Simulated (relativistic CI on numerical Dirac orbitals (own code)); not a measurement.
# What each ingredient does to the levels of Pr⁴⁷⁺

Base calculation: Dirac-Coulomb-Breit CI, orbitals from a KLI potential per configuration, a model potential for QED, unscaled Slater integrals.

CI space (outside the closed core [Ne]): 3s2, 3s.3p, 3p2, 3s.3d, 3d2, 3p.3d, 3p.4s, 3d.4s, 3s.4s, 3s.4p, 3s.4d, 3s.4f, 3s.5s, 3s.5p, 3s.5d, 3s.5f, 4s2, 3s.5g, 3s.6s, 3s.6p, 3s.6d. Levels of other configurations are missing.

Variants: (1) configuration mixing switched off. Shifts of the energy above 3s2 1S_0, in eV, for the lowest level and the first level of each name with at least 55 % of one term (blank where a level changes its place among those of its configuration and J or its character, or is not in the variant):

```
      Level     Base    Δ(1)
   3s2 1S_0    0.000   0.000
3s.3p 3P°_0   98.385  -3.507
3s.3p 3P°_1  109.075  -2.838
3s.3p 3P°_2  225.854  -3.398
   3p2 3P_0  237.057  -4.263
3s.3p 1P°_1  255.217  -0.769
   3p2 1D_2  353.168  +5.442
   3p2 3P_1  354.228  -3.335
 3s.3d 3D_1  387.879  -3.964
 3s.3d 3D_2  394.359  -6.043
 3s.3d 3D_3  416.556  -3.971
 3s.3d 1D_2  429.430  -5.245
3p.3d 3F°_2  494.301  -3.937
   3p2 1S_0  502.764  -2.520
3p.3d 3D°_1  520.085  -5.323
3p.3d 3F°_3  537.628  -3.838
3p.3d 3P°_0  639.086  -4.414
3p.3d 3P°_1  639.608  -4.348
3p.3d 3F°_4  650.734  -3.898
3p.3d 1P°_1  686.473  -6.446
   3d2 3F_2  785.083  -4.280
   3d2 3P_0  804.256  -5.244
```

At this charge energies of transitions that change n are usually good to better than 1 %, and those within a shell (Δn = 0) to a few per cent.

Ionisation energy from the two ground configurations alone: base 4029.65 eV. The NIST ASD value (theoretical) is 4030 eV.

LS names give the leading component of a level, which can be under half, so a name can repeat, a term be missing and a line seem to break the LS rules.
